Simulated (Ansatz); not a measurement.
Geometry optimisation, Ansatz 0.2.0, RKS PBE/def2-SVP.

The input (input.yaml):

```yaml
crystal:
  periodic: [false, false, false]
  atoms:
    - { symbol: Ga, position_ang: [0.07694, 0.589437, -0.261604] }
    - { symbol: O, position_ang: [-0.165627, -0.293186, 2.569705] }
    - { symbol: H, position_ang: [-1.111654, -0.528707, 2.617825] }
    - { symbol: H, position_ang: [1.520282, 0.060925, -0.572449] }
    - { symbol: H, position_ang: [-1.316483, 0.011694, -0.705363] }
    - { symbol: S, position_ang: [-0.107724, 2.598738, 0.769318] }
    - { symbol: H, position_ang: [1.234095, 2.755245, 0.953812] }
    - { symbol: H, position_ang: [-0.19663, 0.700753, 2.543156] }
basis:
  gaussian: { orbitals: def2-SVP }
hamiltonian:
  xc: pbe
relax:
  f_tol: 0.03
  max_steps: 50
```

Launched with:

```bash
$ ansatz run input.yaml --threads 2 --pin off --max-ram 3072MiB --backend cpu --events-out ev --progress --plain --runs-dir out
```

Problem. Where does it end, and by what steps?

Solution. The run converged. After 6 steps the energy has fallen by 0.338 eV; O2 moved furthest, 0.44 Å. Joined: Ga1–O2 (2.98 → 2.20 Å).

```tsv
step	energy less start (eV)	largest force component (eV/Å)	accepted
0	0.0000	0.580	yes
1	-0.1089	0.881	yes
2	-0.2693	0.976	yes
3	-0.3126	0.560	yes
4	-0.3350	0.195	yes
5	-0.3371	0.037	yes
6	-0.3377	0.021	yes
```

```xyz
8
Properties=species:S:1:pos:R:3
Ga 0.028 0.475 0.050
O -0.120 -0.173 2.148
H -1.006 -0.547 2.325
H 1.458 -0.030 -0.357
H -1.369 -0.034 -0.480
S -0.103 2.624 0.856
H 1.244 2.793 0.968
H -0.198 0.787 2.405
```

Whether the end is a true minimum wasn't checked by a vibrational analysis.

Time of the run: 8.6 s on 2 threads of Intel(R) Xeon(R) 6975P-C (Granite Rapids), on a shared host, peak memory 0.14 GiB.
